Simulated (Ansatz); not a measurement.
A nudged elastic band was laid between two geometries of C$_{2}$H$_{4}$BF (8 atoms, charge 0, multiplicity 1).

Level of theory: Ansatz 0.2.0, RKS B3LYP-D4/cc-pVDZ.

```json
{
 "movable images": "7",
 "climbing image": "yes",
 "spring": "5.0 eV/Å²",
 "optimiser": "quadratic models (default)",
 "start path": "through a guess of the saddle point",
 "force threshold": "0.05 eV/Å",
 "iteration limit": "60",
 "end points": "relaxed"
}
```

First end point:

```xyz
8
Properties=species:S:1:pos:R:3
B -0.365 1.175 -0.437
C -0.124 -0.342 -0.324
C 0.514 -0.935 0.703
F -0.587 -1.138 -1.329
H -0.946 1.642 -1.380
H 0.044 1.879 0.448
H 0.663 -2.017 0.744
H 0.894 -0.321 1.519
```

Last end point:

```xyz
8
Properties=species:S:1:pos:R:3
B -0.403 0.930 -0.241
C -0.050 -0.609 -0.184
C 1.278 -0.855 0.274
F -0.451 -1.328 -1.306
H -0.525 1.465 -1.309
H -0.513 1.528 0.794
H -0.658 -0.932 0.709
H 1.412 -0.257 1.208
```

(1) What changes between the two ends?

(2) Give the energies along the band, and the barrier.

(3) What is the geometry of the highest image?

Results:

(1) Bonds broken: C3–H7. Bonds formed: C2–H7.

(2) The forces met the threshold. The highest image is number 7 of 0 to 8, 3.43 eV above the first end and 0.01 eV above the last; the last end lies 3.42 eV above the first. Neighbouring images differ by up to 1.2 eV, so the band resolves the path poorly. The top lies less than 8 meV above the higher end, about what the thresholds resolve: that end is a shoulder or a very shallow well. A vibrational analysis at the climbing image gives one clearly imaginary mode, 227i cm⁻¹: a first-order saddle point. The orbitals stay closed-shell, which can raise the energy where a bond breaks towards radicals; this wasn't checked here.

```json
{"image": "0", "path coordinate (Å)": "0.00", "energy (eV)": "0.00", "C3–H7 (Å)": "1.09", "C2–H7 (Å)": "2.14"}
{"image": "1", "path coordinate (Å)": "0.44", "energy (eV)": "0.03", "C3–H7 (Å)": "1.09", "C2–H7 (Å)": "2.14"}
{"image": "2", "path coordinate (Å)": "0.89", "energy (eV)": "0.20", "C3–H7 (Å)": "1.09", "C2–H7 (Å)": "2.13"}
{"image": "3", "path coordinate (Å)": "1.33", "energy (eV)": "0.60", "C3–H7 (Å)": "1.08", "C2–H7 (Å)": "2.08"}
{"image": "4", "path coordinate (Å)": "1.77", "energy (eV)": "1.38", "C3–H7 (Å)": "1.08", "C2–H7 (Å)": "1.94"}
{"image": "5", "path coordinate (Å)": "2.21", "energy (eV)": "2.61", "C3–H7 (Å)": "1.12", "C2–H7 (Å)": "1.67"}
{"image": "6", "path coordinate (Å)": "2.66", "energy (eV)": "3.36", "C3–H7 (Å)": "1.31", "C2–H7 (Å)": "1.33"}
{"image": "7", "path coordinate (Å)": "3.10", "energy (eV)": "3.43", "C3–H7 (Å)": "1.70", "C2–H7 (Å)": "1.16"}
{"image": "8", "path coordinate (Å)": "3.44", "energy (eV)": "3.42", "C3–H7 (Å)": "1.99", "C2–H7 (Å)": "1.13"}
```

(3) 
```xyz
8
Properties=species:S:1:pos:R:3:forces:R:3
B -0.430 0.946 -0.268 0.00 0.00 0.00
C -0.067 -0.572 -0.233 0.00 0.00 0.01
C 1.194 -0.909 0.332 0.00 0.00 0.00
F -0.495 -1.352 -1.289 0.00 0.00 0.00
H -0.391 1.529 -1.317 0.00 0.00 0.00
H -0.643 1.518 0.766 0.00 0.00 0.00
H -0.445 -1.013 0.770 0.00 0.00 0.00
H 1.369 -0.203 1.182 0.00 0.00 0.00
```

The run took 4.1 min on 1 thread of Arm Neoverse V1, with other jobs on the host, peak memory 0.13 GiB.
